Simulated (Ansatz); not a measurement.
`[SiH3][SiH2][SnH3]` + `[OH][Mg][OH]` → `[OH][Mg][O][SiH3]` + `[SiH3][SnH3]`  (cleavage of the Si–Si bond)

Calculated with Ansatz (gas phase, PBE0-D4/def2-TZVP geometries, no zero-point term in ΔE). CCSD(T)/CBS is the MP2 limit (def2-TZVPP, def2-QZVPP) plus CCSD(T) − MP2 in def2-TZVPP, frozen cores. DFT in def2-TZVPP. Elements past krypton have def2 core potentials. For Mg, Sn outer-core shells are correlated without core-valence functions, which leaves a few kJ/mol of doubt a bond. Each species was taken in one conformer, which may not be the lowest.

`[SiH3][SiH2][SnH3]`:

Z-matrix (Å, degrees):
```
Si
Si 1 2.336
H 1 1.488 2 109.5
H 1 1.488 2 111.6 3 120.5
H 1 1.488 2 109.5 3 -119.0
Sn 2 2.562 1 110.5 3 59.6
H 2 1.489 1 110.0 3 -179.9
H 2 1.489 1 110.0 3 -61.0
H 6 1.708 2 110.3 1 -59.7
H 6 1.708 2 110.3 1 59.7
H 6 1.708 2 111.4 1 -180.0
```

`[OH][Mg][OH]`:

```xyz
5

O    -1.316   -0.905    0.755
Mg   -0.001    0.002    0.001
O     1.310    0.916   -0.751
H    -2.158   -1.337    0.788
H     2.165    1.324   -0.794
```

`[OH][Mg][O][SiH3]`:

```xyz
8

O     3.282   -0.024   -0.563
Mg    1.555   -0.002   -0.248
O    -0.214   -0.008    0.018
Si   -1.807   -0.012    0.260
H     4.220    0.084   -0.494
H    -2.167   -0.755    1.503
H    -2.340    1.376    0.398
H    -2.529   -0.658   -0.875
```

`[SiH3][SnH3]`:

Z-matrix (Å, degrees):
```
Si
Sn 1 2.560
H 1 1.487 2 110.2
H 1 1.487 2 110.2 3 -120.0
H 1 1.487 2 110.2 3 120.0
H 2 1.708 1 110.8 3 179.5
H 2 1.708 1 110.8 3 -60.5
H 2 1.708 1 110.7 3 59.5
```

```
             level  ΔE (kJ/mol)  difference from CCSD(T)/CBS
       LDA (SPW92)        -90.3                         23.3
         revPBE-D4        -87.1                         26.5
            B97M-V       -112.0                          1.6
           PBE0-D4        -95.3                         18.3
      CAM-B3LYP-D4       -118.7                         -5.1
           ωB97X-V       -111.2                          2.4
            r2SCAN       -108.3                          5.3
           r2SCANh       -109.6                          4.0
           r2SCAN0       -111.7                          1.9
           LC-ωPBE       -106.1                          7.5
      MP2/def2-SVP       -116.9                         -3.3
     CCSD/def2-SVP       -115.8                         -2.2
   CCSD/def2-TZVPP       -119.3                         -5.7
CCSD(T)/def2-TZVPP       -115.3                         -1.7
    MP2/def2-QZVPP       -119.2                         -5.6
    CCSD/CBS(def2)       -117.6                         -4.0
       CCSD(T)/CBS       -113.6                            0
```

Largest T1 diagnostic among the species: 0.014.

From BLYP to BHLYP (50 % exact exchange), in def2-TZVPP and without D4, ΔE moves by −17.1 kJ/mol. In def2-TZVPP, CCSD(T) changes the Hartree–Fock value by +29.4 kJ/mol (the triples alone add +4.0 kJ/mol) and MP2 by +25.5 kJ/mol. The D4 term adds +5.5 kJ/mol with B3LYP and +3.2 kJ/mol with PBE0; it sums over pairs of atoms, weighted by their polarisabilities, and B3LYP, whose exchange is more repulsive, gets the larger term.

B3LYP here is the variant with VWN-RPA as its local correlation; programs differ in this.
